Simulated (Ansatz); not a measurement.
```xyz
9

Si   -0.285   -1.376    0.802
Si    0.038    0.821    0.071
Te    0.611    0.684   -2.359
H    -0.636   -1.385    2.248
H     0.960   -2.162    0.598
H    -1.388   -2.006    0.030
H    -1.197    1.626    0.267
H     1.143    1.468    0.827
H     0.755    2.331   -2.484
```

Total charge 0; spin multiplicity 1. Te: def2 effective core potential.

(1) List the PBE/def2-TZVPP orbital energies in eV (Ansatz). (Estimate.)

Answers

(1) The calculation gave: Occupied: -1780.12, -1779.73, -164.35, -137.84, -137.51, -114.73, -114.65, -114.44, -94.61, -94.55, -94.54, -94.24, -94.23, -94.23, -40.83, -40.80, -40.62, -40.54, -40.52, -16.11, -13.92, -12.27, -9.32, -9.08, -8.65, -8.42, -7.54, -7.25, -5.52. Lowest empty: -1.60, -1.47, -0.70, -0.46, 0.13, 0.43, 0.67, 0.80.
